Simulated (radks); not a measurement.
Initial-state core-level shifts of the europium ion Eu+ when its valence configuration changes from [Xe] 4f7 6s1. Method: Dirac Kohn-Sham, LDA (Slater exchange, Perdew-Wang correlation), spin-unpolarised, spherical densities, point nucleus; open shells fill j = l - 1/2 first; computed with a radial shooting solver on a logarithmic mesh with Libxc functionals. Shifts are changes of the shell-averaged eigenvalues in eV (positive: less bound).

valence,1s,3p,3d,4d
4f8,+5.774,+6.671,+6.623,+6.366
4f7 6p1,-1.078,-1.055,-1.056,-1.071
4f6 5d1 6s1,-6.146,-7.542,-7.454,-6.745
4f7.5 6s0.5,+3.328,+3.849,+3.822,+3.646
4f6.5 6s1.5,-3.984,-4.642,-4.608,-4.319
4f7 5d1,+1.723,+1.732,+1.744,+1.790
4f5 5d2 6s1,-13.455,-16.655,-16.458,-14.530
4f6.5 6s1 6p0.5,-4.525,-5.177,-5.143,-4.858
4f5.5 6s1.5 6p1,-14.492,-16.820,-16.704,-15.428
